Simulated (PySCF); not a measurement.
singlet methylene (CH₂), singlet, geometry from GFN2-xTB. Base run: DF-SVWN5/6-311G** (PySCF).

Input for PySCF:
```python
from pyscf import gto, scf, dft

mol = gto.Mole()
mol.atom = '''
    C     0.00403916    0.00124078    0.16463541
    H     0.00029648    0.87790816   -0.50085524
    H    -0.02453143   -0.88535285   -0.48695721
'''
mol.basis = '6-311g**'
mol.verbose = 4
mol.build()

mf = dft.RKS(mol)
mf.xc = 'lda,vwn'
mf = mf.density_fit(auxbasis='def2-universal-jkfit')
mf.kernel()
```

Variants of this job, named by their change:

```
change                 basis functions     E (Eh)  HOMO (eV)  HOMO-LUMO gap (eV)  dipole (D)        outcome
---------------------  ---------------  ---------  ---------  ------------------  ----------  -------------
base                                30  -38.73149      -5.48                0.35        2.01      converged
basis = STO-3G                       7          -          -                   -           -  not converged
basis = 3-21G                       13          -          -                   -           -  not converged
basis = 6-31G                       13          -          -                   -           -  not converged
basis = LANL2DZ                     13          -          -                   -           -  not converged
basis = pcseg-0                     13          -          -                   -           -  not converged
basis = 6-31+G*                     22  -38.71900      -5.61                0.33        2.31      converged
basis = 6-311+G(2d,p)               39  -38.73632      -5.82                0.45        1.99      converged
basis = aug-pcseg-1                 41  -38.71861      -5.81                0.45        1.80      converged
basis = aug-cc-pVDZ                 41  -38.72678      -5.82                0.45        1.79      converged
basis = pc-2                        58  -38.73949      -5.77                0.43        1.99      converged
basis = cc-pVQZ                    115  -38.74180      -5.77                0.46        1.83      converged
basis = def2-QZVP                  117  -38.74302      -5.82                0.46        1.86      converged
```

Totals compare only among sets that treat the same electrons; sets with core potentials leave the core out.
